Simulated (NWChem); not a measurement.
# Correlation energy of silicon dioxide molecule (O₂Si)

SMILES: O=[Si]=O
```xyz
3

O      0.0000     0.0000    -1.5184
Si     0.0000     0.0000     0.0000
O      0.0000     0.0000     1.5184
```
Charge 0, spin multiplicity 1.

The numbers come from NWChem runs, not from measurements. Structure: optimised with PBE0/def2-SVP, a minimum by its harmonic frequencies.

Basis set: 3-21G. Each correlation energy counts from its own Hartree-Fock reference.

The correlated methods keep 7 core orbitals frozen. Coupled-cluster values serve here as a point of comparison, not as the truth.

**Question.** One of these methods gave a correlation energy of -343.9 mHa. Which?
(A) CCSD
(B) CCSD+T(CCSD)
(C) SCS-MP2
(D) CCSDT

**Answer.** B, CCSD+T(CCSD). The others give -319.1 (SCS-MP2), -337.5 (CCSDT), -316.1 (CCSD).
